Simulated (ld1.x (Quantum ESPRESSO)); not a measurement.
**Before and after: TM potential for Re**

Re (Z = 75), norm-conserving Troullier–Martins (Kleinman–Bylander form), made with ld1.x (Quantum ESPRESSO) 7.5 (PBE, scalar-relativistic). Core [Kr] 4d10 4f14 5s2, reference 5p6 5d4 6s0 6p0 (charge +3). Waves: 6s (bound, empty): rc 2.25 bohr; 5p (bound): rc 1.60 bohr; 5d (bound): rc 1.35 bohr. Local part: all-electron potential smoothed inside 1.60 bohr (lloc = -1). Core correction: a·sin(br)/r model core inside 1.35 bohr.

Change: core [Kr] 4d10 4f14, valence charge 15; reference 5s2 5p6 5d5 6s2 6p0; waves now 5s (bound): rc 1.70 bohr; 5p (bound): rc 1.95 bohr; 5d (bound): rc 1.85 bohr; local potential the d channel; core correction Bessel-smoothed model core, default radius (core density twice the valence density) (6s counted twice).

Cutoffs: the cutoffs (Ry, on a coarse ladder) from which the occupation-weighted sum of valence levels, in a spherical-Bessel basis at the reference potential, stays within 10 and 1 mRy of its value at 400 Ry; they do not see the model core or the augmentation charge, which bear on the density cutoff. Errors are all-electron minus pseudo energies relative to the spin-unpolarised reference configuration.

Problem. What does the change do?

Solution. The potential gets softer (50 Ry and 90 Ry → 50 Ry and 70 Ry); the bound ghost in s disappears; the miss of the reference levels goes from 0.00 to 0.40 eV. In the changed file ld1.x takes every shell without a wave as core, so the model core holds the 6s electrons as well and exchange and correlation see them twice. This cancels in the reference configuration, but the file is broken for other ones, and its errors say nothing about a proper core correction. Several settings change at once here, so the effects cannot be laid on one of them.

| quantity | base | changed |
| --- | --- | --- |
| cutoff, loose | 50 Ry | 50 Ry |
| cutoff, tight | 90 Ry | 70 Ry |
| bound ghosts | s | none |
| largest miss of a reference level, eV | 0.00 | 0.40 |
| largest error over its own tests, meV | +61 | +849 |

 A true bound ghost makes a file unfit for plane-wave use even where its test errors are small: the radial tests pick states by their node count and pass the ghost by.
